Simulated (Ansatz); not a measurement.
C2H5AlGe can be A, `[GeH3][Al]1[CH]=[CH]1`, or B, `[CH]1=[CH][GeH2][AlH]1`.

Computed with Ansatz on PBE0-D4/def2-TZVP structures; ΔE is electronic, products minus reactants. CCSD(T)/CBS adds triple-zeta CCSD(T) − MP2 to the extrapolated MP2 energy (def2 sets, frozen cores). Functionals use def2-TZVPP. B3LYP here is the variant with VWN-RPA as its local correlation; programs differ in this. For Ge outer-core shells are correlated without core-valence functions, which leaves a few kJ/mol of doubt a bond. Scalar relativity is left out up to krypton.

A:

Z-matrix (Å, degrees):
```
Ge
Al 1 2.455
H 1 1.537 2 111.3
H 1 1.538 2 109.7 3 -119.5
H 1 1.537 2 111.4 3 121.0
C 2 1.859 1 158.5 3 -151.1
C 2 1.859 1 158.5 3 32.0
H 6 1.089 2 163.3 1 1.8
H 7 1.089 2 163.3 1 -1.7
```

B:

Z-matrix (Å, degrees):
```
Ge
C 1 1.986
Al 1 2.450 2 69.9
H 1 1.544 2 112.2 3 119.9
H 1 1.544 2 112.3 3 -120.0
C 2 1.352 1 111.5 3 -0.2
H 2 1.092 1 126.0 3 179.8
H 3 1.589 1 147.1 2 -179.5
H 6 1.089 2 120.6 1 -179.8
```

(1) Which isomer does CCSD(T)/CBS put lower? Give the gap. (Estimate.)

(2) Give E(B) − E(A) in kJ/mol with LDA (SPW92), B2PLYP, B3LYP-D4, CCSD(T)/def2-TZVPP, HF/def2-TZVPP, CCSD(T)/def2-SVP, B3LYP. (Best estimate.)

Largest T1 diagnostic: 0.013.

Answers

(1) Ansatz gave: B, by 72.4 kJ/mol.

(2) Ansatz gave: LDA (SPW92) -70.7, B2PLYP -67.6, B3LYP-D4 -69.8, CCSD(T)/def2-TZVPP -71.3, HF/def2-TZVPP -66.3, CCSD(T)/def2-SVP -63.5, B3LYP -63.7. None reverses the order clearly.

At CCSD(T), def2-SVP lies +8.9 kJ/mol from the extrapolated value and def2-TZVPP +1.2 kJ/mol. The D4 term adds −6.1 kJ/mol with B3LYP and −3.0 kJ/mol with PBE0; it sums over pairs of atoms, weighted by their polarisabilities, and B3LYP, whose exchange is more repulsive, gets the larger term.
